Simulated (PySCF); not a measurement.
**Ti: excitation energy**

Ti [Ar] 3d2 4s2 (3F) → Ti [Ar] 3d3 4s1 (5F), as a difference of total energies. All numbers are calculated (PySCF 2.14, scalar relativity by spin-free X2C-1e, in x2c-QZVPPall). Correlated levels: valence and next inner shell: [Ne] frozen. The calculations carry no spin-orbit coupling.

| method | excitation energy (cm⁻¹) |
| --- | --- |
| UHF | 5965.9 |
| MP2 (valence and next inner shell) | 5003.6 |
| SCS-MP2 (valence and next inner shell) | 9381.5 |
| CCSD (valence and next inner shell) | 6965.8 |
| CCSD(T) (valence and next inner shell) | 7281.1 |

Question: How much does correlation contribute at CCSD(T) (valence and next inner shell)?

Answer: 7281.1 − (5965.9) = 1315.2 cm⁻¹, measured against UHF.

Errors of the correlated levels include the incompleteness of this basis and the frozen core.

For comparison: 6498.9 cm⁻¹ (measured; NIST levels, between the centres of gravity of the two terms).
